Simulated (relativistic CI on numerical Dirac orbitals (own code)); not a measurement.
# Sc³⁺ in a cubic cluster: 3p photoemission with charge transfer

Computed with a charge-transfer multiplet model of a cubic metal-ligand cluster with up to 2 ligand holes, Slater and spin-orbit integrals from Dirac-Coulomb-Breit ions, Slater integrals scaled by 0.8. The ground state mixes d0 with configurations of k ligand holes L, whose averages lie at kΔ + k(k − 1)U_dd/2; a core hole lowers each added d electron by U_cd. 300 K, Lorentzian 0.9 eV and Gaussian 0.8 eV FWHM.

Atomic integrals in eV (Slater integrals scaled, ζ unscaled), ground: F2dd 4.710, F4dd 2.885, zeta_d 0.005; with the core hole: F2dd 4.710, F4dd 2.885, zeta_d 0.012, zeta_core 0.361, F2cd 7.734, G1cd 9.660, G3cd 5.869. Where a configuration has fewer than two d electrons, the dd integrals are those of d2.

Cluster parameters (eV): Δ = 3.7, U_dd = 4.9, U_cd = 6.3, 10Dq(ligand) = 1.4, V(eg) = 1.65, V(t2g) = -0.89, final-state hopping factor = 1.

```csv
Case,n_d,d0,d1L,d2L2,S
10Dq = 0.25 eV,0.48,0.56,0.39,0.05,0.00
10Dq = 0.85 eV,0.46,0.58,0.37,0.04,0.00
10Dq = 1.75 eV,0.44,0.60,0.36,0.04,0.00
```

Weights, n_d and S are thermal averages at 300 K. Binding energies count from the first peak over 30 % of the highest in each spectrum, which can be another peak from case to case. The parameters are a model scan and need not match a compound or its usual spin state. Peaks in eV (height, largest 100):
- 10Dq = 0.25 eV: 0.0 (100), 3.6 (21), 8.3 (33)
- 10Dq = 0.85 eV: 0.0 (100), 3.7 (22), 8.3 (36)
- 10Dq = 1.75 eV: 0.0 (100), 3.6 (22), 8.3 (41)

Curve for 10Dq = 1.75 eV (points under 2 left out, the grid thinned):

```tsv
E (eV)	Intensity
-3.9	2.5
-3.5	3.1
-3.1	3.9
-2.6	5.5
-2.2	7.6
-1.8	11.6
-1.3	23.2
-0.9	45.1
-0.5	78.2
-0.1	99.2
0.3	92.6
0.8	63.5
1.2	43.5
1.6	35.0
2.1	28.0
2.5	21.4
2.9	18.7
3.3	20.6
3.7	21.9
4.2	17.3
4.6	12.8
5.0	9.9
5.5	8.4
5.9	8.3
6.3	9.1
6.7	11.5
7.1	17.0
7.6	28.8
8.0	38.2
8.4	41.1
8.9	34.1
9.3	24.9
9.7	17.4
10.1	12.9
10.5	10.6
11.0	8.8
11.4	7.3
11.8	5.4
12.3	3.7
12.7	3.2
13.1	3.4
13.5	3.9
13.9	4.0
14.4	3.1
14.8	2.2
```

A d0 ion has no d-d gap: its lowest excitations are ligand-to-metal charge transfer. With the core hole the average of the configuration with one ligand hole lies at Δ − U_cd = -2.6 eV before mixing: the effective hopping of about 3.8 eV (from the holes of the mixed ground state) is comparable with this gap or larger, so the configurations mix strongly.
